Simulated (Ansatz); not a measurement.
Wavefunction ladder for `FBBF`

Z-matrix (Å, degrees):
```
B
B 1 1.713
F 1 1.326 2 120.4
H 1 1.205 2 123.7 3 177.8
F 2 1.326 1 120.4 3 94.9
H 2 1.205 1 123.7 3 -87.3
```

Total charge 0; spin multiplicity 1. The structure was optimised at the PBE0-D4/def2-TZVP level. It is one conformer, not always the lowest. Frozen core, restricted reference, the Gaussian-basis code of Ansatz. CBS rows extrapolate triple and quadruple zeta; past MP2 they add the triple-zeta difference.

| basis | HF (Eh) | MP2 corr. |
| --- | --- | --- |
| def2-SVP | -249.28760 | -0.52550 |
| def2-TZVPP | -249.59675 | -0.68483 |
| def2-QZVPP | -249.60811 | -0.74608 |

**Question.** Estimate the CCSD correlation energy and the (T) correction in each basis where they were run (hartree).

**Answer.** 
| basis | CCSD corr. | (T) |
| --- | --- | --- |
| def2-SVP | -0.55268 | -0.01051 |
| def2-TZVPP | -0.70632 | -0.02106 |
| CBS(def2) | -0.81294 | as TZ |
